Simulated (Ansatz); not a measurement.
Process, species as SMILES: FC(F)(F)C(F)(F)F [1,1,1,2,2,2-hexafluoroethane] → F atom + F[C](F)C(F)(F)F (the C-F bond at the site shown breaks; other sites are not compared here)
Geometries: B3LYP-D3(BJ)/def2-TZVP minima from Ansatz (a program for electronic structure), one conformer each, not searched for the lowest. Frequencies are from Ansatz.
Geometry of the first species:
```
C
F 1 1.3334
F 1 1.3334 2 109.09
F 1 1.3334 2 109.09 3 119.07
C 1 1.5541 2 109.85 4 120.47
F 5 1.3334 1 109.85 2 -180.00
F 5 1.3334 6 109.09 1 -120.47
F 5 1.3334 6 109.09 7 -119.07
```
Charge 0, spin multiplicity 1.

Quantity: bond dissociation energy (0 K, with B3LYP-D3(BJ) harmonic zero-point energies), in kcal/mol. Valence correlation only, unless marked. UHF or UKS for open shells. Spin-orbit coupling is left out. No relativistic terms. CBS(X,Y): correlation extrapolated as X^-3; Hartree-Fock from the larger set. [CCSD(T)-MP2]/basis is that difference in the basis named.

```csv
level,program,bond dissociation energy (kcal/mol)
PBE-D3(BJ)/def2-TZVPD,Ansatz + dftd3,124.0
r2SCAN-D4/def2-TZVPD,Ansatz + dftd4,120.3
B3LYP/def2-TZVPD,Ansatz,117.1
PBE0-D4/def2-TZVP,Ansatz + dftd4,___
PBE0/def2-TZVPD,Ansatz,119.3
LC-wPBE-D3(BJ)/def2-TZVPD,Ansatz + dftd3,121.4
"RI-MP2/CBS(cc-pVTZ,cc-pVQZ)+[CCSD(T)-MP2]/cc-pVTZ",Ansatz,___
```

Q: Fill in the missing entries.

A: 
- PBE0-D4/def2-TZVP, bond dissociation energy (kcal/mol): 120.4
- RI-MP2/CBS(cc-pVTZ,cc-pVQZ)+[CCSD(T)-MP2]/cc-pVTZ, bond dissociation energy (kcal/mol): 125.7
